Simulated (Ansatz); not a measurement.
Ansatz (a program for electronic structure) input (CCSD(T)/aug-cc-pVDZ):

Ansatz 0.2 input:
```yaml
crystal:
  periodic: [false, false, false]
  atoms:
    - {symbol: C, position_ang: [2.39033040, 1.14952457, 0.79461830]}
    - {symbol: C, position_ang: [0.92222578, 0.73786732, 0.75372796]}
    - {symbol: C, position_ang: [0.58901700, -0.15114544, -0.46407880]}
    - {symbol: C, position_ang: [-0.84174108, -0.57016892, -0.53102604]}
    - {symbol: C, position_ang: [-1.30876483, -1.70185438, 0.31867951]}
    - {symbol: C, position_ang: [-1.85614011, 0.38684588, -1.05632593]}
    - {symbol: H, position_ang: [2.66484787, 1.71216044, -0.10102625]}
    - {symbol: H, position_ang: [3.04181334, 0.27371794, 0.84591013]}
    - {symbol: H, position_ang: [2.60637579, 1.77686638, 1.66157567]}
    - {symbol: H, position_ang: [0.28840671, 1.62890187, 0.72876955]}
    - {symbol: H, position_ang: [0.66302148, 0.19942930, 1.66980097]}
    - {symbol: H, position_ang: [1.23584200, -1.03506083, -0.42674530]}
    - {symbol: H, position_ang: [0.85967938, 0.40031813, -1.37166493]}
    - {symbol: H, position_ang: [-0.53636534, -2.46560224, 0.43562335]}
    - {symbol: H, position_ang: [-1.58350057, -1.37098738, 1.33390126]}
    - {symbol: H, position_ang: [-2.20128666, -2.17708663, -0.09804298]}
    - {symbol: H, position_ang: [-1.44774226, 1.01207251, -1.85375335]}
    - {symbol: H, position_ang: [-2.73714759, -0.13232342, -1.44412437]}
    - {symbol: H, position_ang: [-2.22350714, 1.07117970, -0.27379377]}
basis:
  gaussian:
    orbitals: aug-cc-pVDZ
magnetization: {spin_polarized: true, initial_magnetization: 1}
correlation: {method: ccsd_t, electrons: outside_noble_gas}
output: {forces: true}
```

End of the output:

```
cycle   7  -26.18826480 eV  change    4.2e-5 eV  update   2.3e-4
cycle   8  -26.18828867 eV  change   -2.4e-5 eV  update   9.3e-5
cycle   9  -26.18827085 eV  change    1.8e-5 eV  update   3.5e-5
cycle  10  -26.18825119 eV  change    2.0e-5 eV  update   1.6e-5
cycle  11  -26.18825931 eV  change   -8.1e-6 eV  update   7.0e-6
cycle  12  -26.18826293 eV  change   -3.6e-6 eV  update   2.9e-6
perturbative correction -0.86423497 eV, -0.0317600493 hartree
the calculation of the forces begins
1.28 GiB of device memory are held for the factors and their scratch space
Total energy: -6415.40369995 eV, -235.7617374562 hartree
Atom 0 at     2.390330     1.149525     0.794618 Å, force    -0.058813    -0.027606    -0.018522 eV/Å
Atom 1 at     0.922226     0.737867     0.753728 Å, force    -0.015604    -0.067610    -0.096492 eV/Å
Atom 2 at     0.589017    -0.151145    -0.464079 Å, force     0.159840     0.125283     0.126680 eV/Å
Atom 3 at    -0.841741    -0.570169    -0.531026 Å, force     0.059434    -0.141145    -0.238067 eV/Å
Atom 4 at    -1.308765    -1.701854     0.318680 Å, force    -0.054860    -0.054721     0.148307 eV/Å
Atom 5 at    -1.856140     0.386846    -1.056326 Å, force    -0.103006     0.128996     0.027365 eV/Å
Atom 6 at     2.664848     1.712160    -0.101026 Å, force     0.105700     0.251287    -0.401102 eV/Å
Atom 7 at     3.041813     0.273718     0.845910 Å, force     0.275858    -0.398008     0.026333 eV/Å
Atom 8 at     2.606376     1.776866     1.661576 Å, force     0.087117     0.275079     0.383178 eV/Å
Atom 9 at     0.288407     1.628902     0.728770 Å, force    -0.287814     0.405498    -0.024875 eV/Å
Atom 10 at     0.663021     0.199429     1.669801 Å, force    -0.114285    -0.256664     0.411031 eV/Å
Atom 11 at     1.235842    -1.035061    -0.426745 Å, force     0.279011    -0.399312     0.020328 eV/Å
Atom 12 at     0.859679     0.400318    -1.371665 Å, force     0.109489     0.247556    -0.405510 eV/Å
Atom 13 at    -0.536365    -2.465602     0.435623 Å, force     0.346784    -0.331437     0.034762 eV/Å
Atom 14 at    -1.583501    -1.370987     1.333901 Å, force    -0.104412     0.152918     0.404827 eV/Å
Atom 15 at    -2.201287    -2.177087    -0.098043 Å, force    -0.375455    -0.201404    -0.197984 eV/Å
Atom 16 at    -1.447742     1.012073    -1.853753 Å, force     0.191434     0.261356    -0.355478 eV/Å
Atom 17 at    -2.737148    -0.132323    -1.444124 Å, force    -0.365920    -0.237786    -0.174033 eV/Å
Atom 18 at    -2.223507     1.071180    -0.273794 Å, force    -0.134498     0.267721     0.329252 eV/Å
Dipole moment:    -0.002772     0.033071     0.051339 e Å
```

It need not be the lowest isomer of its formula.
